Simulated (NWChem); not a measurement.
System: InSiH₃F₂; SMILES [F][In]([F])[SiH3]

def2 effective core potentials on In; no spin-orbit coupling.

Q: Give the equilibrium geometry at PBE0/def2-SVP with def2 effective core potentials on In (NWChem) as an XYZ file, with the point group.

A: point group C1; any orientation.
```
7

In    -0.0031     0.2864     0.0021
F     -1.5720     1.4576    -0.0025
F      1.5770     1.4425    -0.0022
Si    -0.0063    -2.2648     0.0046
H      0.8606    -2.7329     1.1234
H      0.5451    -2.7258    -1.3020
H     -1.4032    -2.7505     0.1830
```
